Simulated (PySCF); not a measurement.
C4H6F2, SMILES F[C@H]1C[C@@H](F)C1.

Geometry optimised at PBE-D3(BJ)/def2-SVP. The structure was generated by enumeration; whether it is a known compound was not checked.

These are PBE-D3(BJ)/def2-SVP run with PySCF 2.14.0 values and carry that method's errors.

Harmonic, unscaled wavenumbers; measured fundamentals usually lie a few per cent lower.

Computed normal modes with their intensities:
```json
[
 {"mode": "1", "ν (cm⁻¹)": "105", "IR (km/mol)": "3.1", "moving atoms (share of kinetic energy)": "F 58 %, C 28 %, H 14 %"},
 {"mode": "2", "ν (cm⁻¹)": "314", "IR (km/mol)": "5.1", "moving atoms (share of kinetic energy)": "F 45 %, C 36 %, H 19 %"},
 {"mode": "3", "ν (cm⁻¹)": "414", "IR (km/mol)": "9.0", "moving atoms (share of kinetic energy)": "C 47 %, F 27 %, H 26 %"},
 {"mode": "4", "ν (cm⁻¹)": "418", "IR (km/mol)": "0.0", "moving atoms (share of kinetic energy)": "C 47 %, F 28 %, H 26 %"},
 {"mode": "5", "ν (cm⁻¹)": "453", "IR (km/mol)": "0.0", "moving atoms (share of kinetic energy)": "F 49 %, H 32 %, C 19 %"},
 {"mode": "6", "ν (cm⁻¹)": "562", "IR (km/mol)": "1.1", "moving atoms (share of kinetic energy)": "C 42 %, H 37 %, F 21 %"},
 {"mode": "7", "ν (cm⁻¹)": "765", "IR (km/mol)": "0.6", "moving atoms (share of kinetic energy)": "H 77 %, C 22 %"},
 {"mode": "8", "ν (cm⁻¹)": "790", "IR (km/mol)": "6.1", "moving atoms (share of kinetic energy)": "C 43 %, H 40 %, F 16 %"},
 {"mode": "9", "ν (cm⁻¹)": "895", "IR (km/mol)": "0.0", "moving atoms (share of kinetic energy)": "H 64 %, C 36 %"},
 {"mode": "10", "ν (cm⁻¹)": "945", "IR (km/mol)": "5.5", "moving atoms (share of kinetic energy)": "C 69 %, H 25 %"},
 {"mode": "11", "ν (cm⁻¹)": "1005", "IR (km/mol)": "0.0", "moving atoms (share of kinetic energy)": "H 57 %, C 42 %"},
 {"mode": "12", "ν (cm⁻¹)": "1025", "IR (km/mol)": "87.1", "moving atoms (share of kinetic energy)": "H 41 %, C 37 %, F 22 %"},
 {"mode": "13", "ν (cm⁻¹)": "1059", "IR (km/mol)": "16.4", "moving atoms (share of kinetic energy)": "C 67 %, H 32 %"},
 {"mode": "14", "ν (cm⁻¹)": "1096", "IR (km/mol)": "1.6", "moving atoms (share of kinetic energy)": "C 75 %, H 24 %"},
 {"mode": "15", "ν (cm⁻¹)": "1143", "IR (km/mol)": "0.0", "moving atoms (share of kinetic energy)": "H 67 %, C 33 %"},
 {"mode": "16", "ν (cm⁻¹)": "1160", "IR (km/mol)": "52.0", "moving atoms (share of kinetic energy)": "C 50 %, H 27 %, F 22 %"},
 {"mode": "17", "ν (cm⁻¹)": "1180", "IR (km/mol)": "69.7", "moving atoms (share of kinetic energy)": "H 55 %, C 34 %, F 11 %"},
 {"mode": "18", "ν (cm⁻¹)": "1209", "IR (km/mol)": "0.0", "moving atoms (share of kinetic energy)": "H 80 %, C 20 %"},
 {"mode": "19", "ν (cm⁻¹)": "1224", "IR (km/mol)": "26.1", "moving atoms (share of kinetic energy)": "H 63 %, C 37 %"},
 {"mode": "20", "ν (cm⁻¹)": "1266", "IR (km/mol)": "9.1", "moving atoms (share of kinetic energy)": "H 58 %, C 41 %"},
 {"mode": "21", "ν (cm⁻¹)": "1344", "IR (km/mol)": "78.1", "moving atoms (share of kinetic energy)": "H 72 %, C 28 %"},
 {"mode": "22", "ν (cm⁻¹)": "1354", "IR (km/mol)": "7.1", "moving atoms (share of kinetic energy)": "H 78 %, C 21 %"},
 {"mode": "23", "ν (cm⁻¹)": "1378", "IR (km/mol)": "10.8", "moving atoms (share of kinetic energy)": "H 90 %, C 10 %"},
 {"mode": "24", "ν (cm⁻¹)": "1426", "IR (km/mol)": "0.6", "moving atoms (share of kinetic energy)": "H 79 %, C 21 %"},
 {"mode": "25", "ν (cm⁻¹)": "2984", "IR (km/mol)": "10.0", "moving atoms (share of kinetic energy)": "H 92 %"},
 {"mode": "26", "ν (cm⁻¹)": "2989", "IR (km/mol)": "55.3", "moving atoms (share of kinetic energy)": "H 92 %, C 8 %"},
 {"mode": "27", "ν (cm⁻¹)": "3009", "IR (km/mol)": "13.0", "moving atoms (share of kinetic energy)": "H 95 %"},
 {"mode": "28", "ν (cm⁻¹)": "3014", "IR (km/mol)": "0.5", "moving atoms (share of kinetic energy)": "H 95 %"},
 {"mode": "29", "ν (cm⁻¹)": "3085", "IR (km/mol)": "18.3", "moving atoms (share of kinetic energy)": "H 90 %, C 10 %"},
 {"mode": "30", "ν (cm⁻¹)": "3088", "IR (km/mol)": "9.8", "moving atoms (share of kinetic energy)": "H 90 %, C 10 %"}
]
```
